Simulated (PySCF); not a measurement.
C8H8Cl (doublet state).
Structure used (GFN2-xTB), in Å, numbered top down from 1:
```xyz
17
C8H8Cl angstrom
C      3.1269   -0.9703   -0.3171
C      2.1617    0.0467   -0.8667
C      0.9351    0.1854   -0.4898
C     -0.3426    0.2779   -0.0757
C     -0.8629    1.0586    0.9564
C     -2.3329    0.8576    1.0545
C     -2.5846   -0.1280   -0.0450
Cl    -4.1634   -0.7151   -0.3684
C     -1.4601   -0.4553   -0.6839
H      2.6539   -1.5751    0.4515
H      3.4752   -1.6195   -1.1195
H      3.9928   -0.4652    0.1087
H      2.5804    0.6914   -1.6362
H     -0.3027    1.7133    1.5947
H     -2.8950    1.7851    0.9031
H     -2.6408    0.4625    2.0284
H     -1.3480   -1.1380   -1.5049
```

The hyperfine couplings belong to this conformer and change with its torsions.

Identity: `C/C=[C]\C1=CCC(Cl)=C1` [radical].

Computed, not measured: PySCF, UKS B3LYP, pcH-1 on C Cl H, non-relativistic, mean-field spin-orbit, GIAO. Isolated species at its GFN2-xTB geometry, gas phase. Couplings are sensitive to structure, and on GFN2-xTB geometries they can be far from those on DFT ones. The SCF solution wasn't tested for stability. ⟨S²⟩ is 0.782 where a pure state has 0.75.

Q: Give the principal g shifts and their parts.

A: 
| Δg (ppm) | 1 | 2 | 3 |
| --- | --- | --- | --- |
| relativistic mass correction | -143 | -143 | -143 |
| gauge correction | 37 | 2 | 35 |
| orbital Zeeman/spin–orbit | -274 | 55 | 279 |
| total | -380 | -86 | 172 |

So g = 2.00194, 2.00223, 2.00249 and g_iso = 2.00222; the tensor is rhombic: the two nearest values differ by 47 % of g3 − g1. Axes: g1 points within 12° of the C2–C3 bond and g3 points within 5° of the C5–H14 bond.

Q: What are the electron Larmor frequencies g μB B/h along the three axes at 330 mT?

A: 9.2465, 9.2478, 9.2490 GHz for g1, g2 and g3, a range of 2.5 MHz.

Q: What effective moment and Curie constant follow for a powder?

A: With the mean of g² = 4.0089 and S(S+1) = 0.75: μ_eff = √(⟨g²⟩S(S+1)) = 1.734 μB and χT = 0.12505·⟨g²⟩·S(S+1) = 0.376 cm³ K/mol (cgs; spin-Hamiltonian part alone).

Q: At 9.437 GHz, how far is the centre of the isotropic spectrum from where a free electron (g = 2.002319) resonates?

A: B = hν/(g μB) with μB/h = 13.99624 MHz/mT gives 336.74 mT for the free electron and 336.75 mT at g_iso, 0.02 mT higher.

Q: In a frozen sample, at which fields do the three g values resonate at 9.5, 34, 94 and 263 GHz (hyperfine left aside), and which band first spreads them over more than twice a line width of 1.0 mT?

A: 
| band | GHz | B(g3) mT | B(g2) mT | B(g1) mT | spread mT |
| --- | --- | --- | --- | --- | --- |
| X | 9.5 | 338.95 | 339.00 | 339.05 | 0.09 |
| Q | 34.0 | 1213.10 | 1213.26 | 1213.43 | 0.33 |
| W | 94.0 | 3353.87 | 3354.30 | 3354.79 | 0.92 |
| J | 263.0 | 9383.69 | 9384.90 | 9386.27 | 2.58 |

The spread grows in proportion to the frequency. J band is the first where it exceeds 2.0 mT.

The largest Mulliken spin populations are on C5 (+0.72), C3 (+0.58), C4 (-0.23) and C2 (-0.10). The positive populations add up to 1.48 and the negative ones to -0.48, together 2S = 1. The angles at C5 add up to 360.0°, so it is planar; its axial dipolar tensor and the negative coupling of its proton fit spin in a p orbital normal to that plane.

The HOMO–LUMO gaps are 4.40 eV among the α and 4.20 eV among the β orbitals.

The SMILES draws the unpaired electron on C3; the largest computed Mulliken spin population is on C5 (0.72 against 0.58).
